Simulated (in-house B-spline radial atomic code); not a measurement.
Atomic self-consistent-field run: Er. All numbers are computed (scalar-relativistic (X2C) BHandHLYP, spin-polarised, spherical fractional occupations, exact exchange averaged over the configuration; Fermi nucleus of rms radius 5.2516 fm) with a radial B-spline atomic code at the basis-set limit, not measured.

Command:
```bash
python run_scf.py task.json out
```
Settings (nuclear radius in fm, mass in u):
```
Z                68
configuration    [Xe] 4f12 6s2
hamiltonian      x2c
method           bhandhlyp
spin_polarised   True
nucleus          fermi
rms_radius       5.2516
atomic_mass      165.9303
speed_of_light   137.035999084
exact_exchange   averaged over the configuration
```

Output (hartree, bohr):
```
 radial grid: 77 intervals, B-splines of order 8, outer radius 50 bohr

 iter        energy (Eh)    residual
    1      -13085.092756    4.90e-01
    2      -13085.782717    8.01e-02
    3      -13085.875006    1.76e-02
    4      -13085.884180    1.13e-02
    5      -13085.880021    1.53e-02
    6      -13085.885202    5.22e-03
    7      -13085.886157    4.60e-05
    8      -13085.886157    3.03e-05
    9      -13085.886157    4.44e-06
   10      -13085.886157    6.39e-07

 total energy                    -13085.88616
 kinetic                           14449.4707
 electron-nucleus                 -32396.5187
 Hartree                            5142.5978
 exact exchange                     -138.1563
 exchange-correlation               -143.2796

 orbital      occ     eigenvalue          <r>       <r^2>       <1/r>       r_max
 1s up      1.000     -2112.7890     0.019616 0.000535223     83.9094     0.01197
 1s down    1.000     -2112.7890     0.019616 0.000535223     83.9094     0.01197
 2s up      1.000      -357.2850    0.0857006   0.0087416     19.4672     0.07305
 2s down    1.000      -357.2838    0.0856998  0.00874139     19.4674     0.07305
 2p up      3.000      -316.6338    0.0762448   0.0071155     16.8515     0.05906
 2p down    3.000      -316.6329    0.0762439  0.00711529     16.8517     0.05906
 3s up      1.000       -81.0824      0.22461   0.0578039      7.0106      0.2071
 3s down    1.000       -81.0388     0.224537   0.0577639      7.0133      0.2071
 3p up      3.000       -68.5393     0.223697   0.0581176     6.30056      0.2036
 3p down    3.000       -68.4922     0.223598   0.0580627     6.30338      0.2036
 3d up      5.000       -52.4644     0.203757   0.0487447     5.89942      0.1663
 3d down    5.000       -52.4184     0.203605   0.0486616     5.90275      0.1663
 4s up      1.000       -16.5236     0.508546    0.292114     2.88709      0.4745
 4s down    1.000       -16.4213     0.508518    0.292072      2.8866      0.4744
 4p up      3.000       -12.3388     0.538678    0.330342     2.58748      0.4953
 4p down    3.000       -12.2299     0.538722    0.330384     2.58648      0.4952
 4d up      5.000        -6.6065      0.58506    0.397692     2.26681       0.513
 4d down    5.000        -6.4755     0.585476    0.398282     2.26429      0.5129
 5s up      1.000        -2.1354      1.26395     1.80132     1.05769       1.119
 5s down    1.000        -2.0992      1.27063     1.82083     1.05061       1.123
 5p up      3.000        -1.1110      1.50107     2.57282    0.869597       1.279
 5p down    3.000        -1.0850      1.51316     2.61563    0.861371       1.286
 4f up      7.000        -0.3429     0.799548    0.861064     1.66765      0.5116
 4f down    5.000        -0.2648     0.822218    0.929658     1.64377      0.5131
 6s up      1.000        -0.1749      4.10465     19.2591    0.304789       3.406
 6s down    1.000        -0.1731      4.12828     19.4823    0.303134       3.427
```

Time taken, with all properties: 1.1 s on 1 thread of Intel(R) Xeon(R) 6975P-C, with other jobs on the host.

One-electron X2C: radii and densities carry no picture-change correction, so inner-shell <1/r> comes out high (for 1s by about 2 % at Z = 33, 5 % at 54, 10 % at 75, 30 % at 118) and <r> low.
